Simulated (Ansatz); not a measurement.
Reaction (substitution at a C–O bond): `[OH][Al-]1([OH])[O]C(C(F)(F)F)=CC(C(F)(F)F)=[O+]1` + `[OH][Al]([OH])[Cl]` → `[OH][Al-]1([Cl])[O]C(C(F)(F)F)=CC(C(F)(F)F)=[O+]1` + `[OH][Al]([OH])[OH]`

Gas-phase electronic energies from Ansatz, PBE0-D4/def2-TZVP geometries. CCSD(T)/CBS adds triple-zeta CCSD(T) − MP2 to the extrapolated MP2 energy (def2 sets, frozen cores). This one scheme is used for every species. Functionals use def2-TZVPP. Each species was taken in one conformer, which may not be the lowest.

```tsv
level	ΔE (kJ/mol)
LDA (SPW92)	0.3
PBE-D4	-0.4
r2SCAN-D4	-0.6
BHLYP-D4	-2.9
LC-ωPBE	-1.7
CCSD/def2-SVP	-2.1
MP2/def2-QZVPP	-4.1
MP2/CBS(def2)	-4.3
```

Q: What does CCSD(T)/CBS give? (An estimate is asked.)

A: Computed: -3.3 kJ/mol. The listed levels differ from it by 3.6, 2.9, 2.7, 0.4, 1.6, 1.2, -0.8, -1.0 kJ/mol.

Largest T1 diagnostic among the species: 0.015.

Leaving LDA and LC-ωPBE aside and taking each functional with its dispersion term where it has one, the values spread over 2.5 kJ/mol, from BHLYP-D4 to PBE-D4.
